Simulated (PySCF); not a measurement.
Species: [VI4]2- (charge -2 and quartet state).
Bonds: V1–I2, V1–I3, V1–I4, V1–I5.

A GFN2-xTB structure was refined with PySCF 2.14.0, PBE0-D3(BJ)/def2-SVP geometry optimisation, gas phase, def2 core potentials past Kr. Its GFN2-xTB values:

| coordinate | GFN2-xTB |
| --- | --- |
| V1–I2 | 2.735 Å |
| V1–I3 | 2.661 Å |
| I2–V1–I3 | 112.0° |
| I3–V1–I4 | 106.1° |

Q: How do these coordinates change at the PBE0-D3(BJ)/def2-SVP level?

A: 
| coordinate | PBE0-D3(BJ)/def2-SVP (Å or °) | change |
| --- | --- | --- |
| V1–I3 | 2.794 | +0.133 |
| V1–I2 | 2.867 | +0.132 |
| I2–V1–I3 | 112.7 | +0.7 |
| I3–V1–I4 | 105.9 | -0.2 |

The energy falls by 2.2 kcal/mol over 8 energy and gradient evaluations, the largest force component goes from 0.0137 to 1.4e-04 Eh/bohr, and the atoms move by 0.113 Å rms after alignment. Among the bonds, V1–I2 and V1–I3 change most and about equally (+0.132 to +0.133 Å). Bonds longer at the end by more than 0.005 Å: 3 of 4; shorter: 1. Rotational constants go from 200.6, 200.3, 193.8 to 200.3, 184.4, 183.4 MHz.

The run used 135 basis functions and 103 SCF cycles in all. Time: 6.4 min of wall time; peak memory 0.66 GiB. Hardware: an Arm Neoverse V2 with one thread, shared host with 192 logical CPUs at a one-minute load of 166.

No PBE0-D3(BJ)/def2-SVP frequencies stand behind this structure, so it isn't proved a minimum. ⟨S²⟩ = 3.765 (exact for a quartet: 3.75). Whether so highly charged an anion holds all its electrons in the gas phase wasn't checked; a finite basis holds them in any case. No counter-ion or solvent screens the charge of this multiply charged ion.
